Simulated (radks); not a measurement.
All-electron atom: Xe in [Kr] 4d10 5s2 5p5 5d1 (not the ground configuration).

Method: scalar-relativistic Kohn-Sham, r2SCAN, spin-polarised, spherical densities, finite nucleus; open shells are filled with parallel spins first (spin-orbit coupling, left out, can overturn this in heavy ions); meta-GGA in the generalised Kohn-Sham scheme; Fermi nuclear charge, rms radius 4.7859 fm; computed with a radial shooting solver on a logarithmic mesh with Libxc functionals.

Energy parts (Ry):
| part | energy |
|---|---|
| total | -14895.27537 |
| kinetic | 15663.79805 |
| electron-nucleus | -36029.93974 |
| Hartree | 5844.77901 |
| exchange-correlation | -373.91269 |

Orbitals (lengths in bohr, moments of r in powers of bohr):
orbital,occ.,eigenvalue (Ry),<1/r>,<r^2>,<r^4>
1s up,1,-2531.038,58.10,0.0009642,2.439e-06
1s down,1,-2531.034,58.10,0.0009642,2.439e-06
2s up,1,-395.5221,13.35,0.01549,0.0004124
2s down,1,-395.5209,13.35,0.01549,0.0004124
2p up,3,-354.7087,12.73,0.01229,0.0002993
2p down,3,-354.7054,12.73,0.01229,0.0002993
3s up,1,-81.71568,4.807,0.1069,0.01736
3s down,1,-81.71338,4.807,0.1069,0.01736
3p up,3,-68.45004,4.560,0.1072,0.01826
3p down,3,-68.44683,4.560,0.1071,0.01826
3d up,5,-48.80656,4.311,0.09326,0.01585
3d down,5,-48.80295,4.311,0.09326,0.01585
4s up,1,-15.25050,1.945,0.5808,0.4945
4s down,1,-15.24247,1.944,0.5810,0.4945
4p up,3,-11.02679,1.786,0.6663,0.6730
4p down,3,-11.01964,1.786,0.6661,0.6718
4d up,5,-4.84887,1.511,0.8978,1.371
4d down,5,-4.83883,1.513,0.8940,1.354
5s up,1,-1.86840,0.7068,3.840,22.30
5s down,1,-1.79615,0.7093,3.836,22.38
5p up,3,-0.96404,0.5840,5.561,49.43
5p down,2,-0.88768,0.5852,5.554,49.37
5d up,1,-0.04485,0.2055,62.81,8863

The highest occupied level is 5d up at -0.610 eV. Spin moment in Bohr magnetons: 2.
